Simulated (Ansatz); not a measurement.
A structure relaxed at PBE-D4/def2-SVP in Ansatz, charge 0, singlet:

Cartesian coordinates in Å:
```
In 0.921 -0.542 1.332
In 1.042 0.326 -1.788
In -1.418 0.955 0.269
O -3.249 1.797 0.330
O 2.121 0.648 -3.455
O -1.118 0.288 -1.936
O -0.636 0.743 2.342
O -0.971 -1.258 0.407
O 0.703 1.229 0.065
O 2.146 -1.344 2.726
O 1.780 -1.312 -0.593
H -3.598 1.791 -0.583
H 1.513 0.979 -4.146
H -1.375 -0.654 -1.823
H -1.247 0.273 2.944
H -1.526 -1.726 1.062
H 2.169 -0.718 3.477
H 2.743 -1.476 -0.629
```

Problem. Give its formula.

Solution. In₃O₈H₇, a hydroxylated oxide cluster.

Problem. Summarise the bond lengths by kind (pairs closer than 1.2 times the sum of covalent radii, bridged metal pairs left out).

Solution. 14 × In–O 2.01 to 2.32 Å; 7 × H–O 0.98 Å.

In the def2 sets In takes a core potential; there is no spin–orbit coupling.
